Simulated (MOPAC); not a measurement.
MOPAC input (PM7):

```
PM7 PRECISE GNORM=0.05 LET XYZ UHF MS=0.5 GEO-OK AUX(PRECISION=9) THREADS=1
C3H10GeN

C    -2.31861300 1   -0.29828900 1   -0.58727500 1
C    -1.33842400 1    0.79735600 1   -0.81059500 1
N    -0.13097700 1    0.82092800 1   -0.12818400 1
C     0.71634200 1    1.97507200 1   -0.39230600 1
Ge    0.70065000 1   -0.74948800 1    0.43602100 1
H    -2.68133700 1   -0.34852500 1    0.45176900 1
H    -3.18748800 1   -0.15510000 1   -1.22969200 1
H    -1.90659600 1   -1.28712200 1   -0.82095700 1
H    -1.69431300 1    1.76522700 1   -1.14392900 1
H     0.14406700 1    2.89387600 1   -0.23489100 1
H     1.56504800 1    1.98760800 1    0.29086000 1
H     1.09770300 1    1.98819800 1   -1.42142800 1
H     1.93067100 1   -0.28306000 1    1.22798700 1
H    -0.26656100 1   -1.54058300 1    1.32556000 1
H     1.13900200 1   -1.62822300 1   -0.75960200 1
```

From the output:

```
                                                       MOPAC v23.2.5 Linux

          FINAL HEAT OF FORMATION =         15.59036 KCAL/MOL =      65.23005 KJ/MOL

          COSMO AREA              =        144.35 SQUARE ANGSTROMS
          COSMO VOLUME            =        140.45 CUBIC ANGSTROMS

          GRADIENT NORM           =          0.03486          =       0.00900 PER ATOM
          IONIZATION POTENTIAL    =          6.731705 EV
          ALPHA SOMO LUMO (EV)    =         -6.732  0.151
          BETA  SOMO LUMO (EV)    =        -10.906  0.010
          NO. OF ALPHA ELECTRONS  =         16
          NO. OF BETA  ELECTRONS  =         15
          MOLECULAR WEIGHT        =        132.7087         POINT GROUP:  Cs

          MOLECULAR DIMENSIONS (Angstroms)

            Atom       Atom       Distance
            H    13    H     7     5.63240
            H    10    H    15     4.64603
            H    12    H    14     3.06039

          SCF CALCULATIONS        =         88

   ATOM   CHEMICAL          X               Y               Z
  NUMBER   SYMBOL      (ANGSTROMS)     (ANGSTROMS)     (ANGSTROMS)

     1       C         -2.25378829  *  -0.31720819  *  -0.63334960  *
     2       C         -1.38027805  *   0.88804035  *  -0.69534233  *
     3       N         -0.15621811  *   0.84105376  *  -0.29113080  *
     4       C          0.68964343  *   2.02478656  *  -0.35503789  *
     5      Ge          0.72540355  *  -0.84220975  *   0.46688276  *
     6       H         -2.35479616  *  -0.69409230  *   0.40040467  *
     7       H         -3.26517030  *  -0.12187159  *  -1.01163140  *
     8       H         -1.83644434  *  -1.15351199  *  -1.22264821  *
     9       H         -1.84946715  *   1.79613228  *  -1.10190678  *
    10       H          0.19890713  *   2.92073871  *  -0.76524316  *
    11       H          1.05423998  *   2.26766560  *   0.66263982  *
    12       H          1.57919004  *   1.80416562  *  -0.97759857  *
    13       H          2.08062861  *  -0.31298774  *   0.75183984  *
    14       H         -0.15935285  *  -1.08063869  *   1.63039227  *
    15       H          0.58935386  *  -1.74080252  *  -0.70249885  *

                             CARTESIAN COORDINATES

   1    C       -2.253788295    -0.317208194    -0.633349597
   2    C       -1.380278052     0.888040354    -0.695342327
   3    N       -0.156218115     0.841053764    -0.291130801
   4    C        0.689643433     2.024786556    -0.355037891
   5   Ge        0.725403547    -0.842209749     0.466882755
   6    H       -2.354796161    -0.694092303     0.400404667
   7    H       -3.265170301    -0.121871595    -1.011631402
   8    H       -1.836444337    -1.153511995    -1.222648212
   9    H       -1.849467148     1.796132283    -1.101906781
  10    H        0.198907133     2.920738711    -0.765243163
  11    H        1.054239980     2.267665600     0.662639823
  12    H        1.579190036     1.804165624    -0.977598572
  13    H        2.080628608    -0.312987740     0.751839838
  14    H       -0.159352850    -1.080638692     1.630392274
  15    H        0.589353861    -1.740802521    -0.702498850

           Empirical Formula: C3 H10 N Ge  =    15 atoms

      MOLECULAR POINT GROUP   :   Cs

          ALPHA EIGENVALUES
 -36.42389 -27.34880 -24.24562 -21.08962 -17.54200 -16.94487 -16.06927 -15.38644
 -14.44858 -13.87779 -13.53751 -12.13319 -11.89035 -11.33790 -11.12388  -6.73171
   0.15079   2.15268   2.21203   2.63552   3.72005   4.49355   4.72990   5.07290
   5.07643   5.15237   5.45489   5.75017   5.99438   6.33260

           BETA EIGENVALUES
 -35.87015 -27.31025 -24.15084 -20.83450 -17.40370 -16.78587 -15.89496 -15.28616
 -14.45556 -13.79746 -13.50534 -11.73108 -11.49934 -11.12303 -10.90611   0.01019
   0.32648   2.17651   2.28341   2.84456   3.76297   4.58823   4.82607   5.09076
   5.11764   5.14943   5.58803   6.03522   6.12120   6.34787

              NET ATOMIC CHARGES AND DIPOLE CONTRIBUTIONS

  ATOM NO.   TYPE          CHARGE      No. of ELECS.   s-Pop       p-Pop
    1          C          -0.471191        4.4712     1.05253     3.41867
    2          C           0.112304        3.8877     1.09952     2.78818
    3          N          -0.279035        5.2790     1.67017     3.60887
    4          C          -0.290245        4.2902     1.06007     3.23017
    5         Ge          -0.421189        4.4212     0.95403     3.46716
    6          H           0.186090        0.8139     0.81391
    7          H           0.159465        0.8405     0.84054
    8          H           0.186094        0.8139     0.81391
    9          H           0.140363        0.8596     0.85964
   10          H           0.135377        0.8646     0.86462
   11          H           0.172256        0.8277     0.82774
   12          H           0.172265        0.8277     0.82774
   13          H           0.068486        0.9315     0.93151
   14          H           0.064440        0.9356     0.93556
   15          H           0.064520        0.9355     0.93548
 DIPOLE           X         Y         Z       TOTAL
 POINT-CHG.    -2.231     2.708    -1.478     3.808
 HYBRID        -0.148     0.310    -0.135     0.370
 SUM           -2.380     3.019    -1.613     4.169

          ATOMIC ORBITAL ELECTRON POPULATIONS

     Atom    s        px        py        pz
    1  C   1.05253   1.12151   1.09131   1.20585
    2  C   1.09952   0.88732   1.02616   0.87470
    3  N   1.67017   1.12946   1.26636   1.21305
    4  C   1.06007   1.07866   0.96853   1.18298
    5 Ge   0.95403   1.13818   1.20424   1.12474
    6  H   0.81391
    7  H   0.84054
    8  H   0.81391
    9  H   0.85964
   10  H   0.86462
   11  H   0.82774
   12  H   0.82774
   13  H   0.93151
   14  H   0.93556
   15  H   0.93548

                    (SZ)    =    0.500000
                    (S**2)  =    0.772167

          ATOMIC ORBITAL SPIN POPULATIONS

    Atom   Total    s     px     py     pz
         Atomic
    1  C  0.0049  0.001  0.001  0.004 -0.000
    2  C -0.1255 -0.003 -0.002 -0.015 -0.106
    3  N  0.3461  0.112  0.043  0.073  0.119
    4  C  0.0122 -0.001  0.005  0.008 -0.000
    5 Ge  0.8210  0.039  0.160  0.494  0.127
    6  H -0.0034 -0.003
    7  H  0.0008  0.001
    8  H -0.0034 -0.003
    9  H  0.0158  0.016
   10  H  0.0032  0.003
   11  H  0.0030  0.003
   12  H  0.0030  0.003
   13  H -0.0281 -0.028
   14  H -0.0248 -0.025
   15  H -0.0248 -0.025

 **********************
 *                    *
 * JOB ENDED NORMALLY *
 *                    *
 **********************

 == MOPAC DONE ==
```

The geometry given is a B3LYP-D3(BJ)/def2-TZVP minimum.
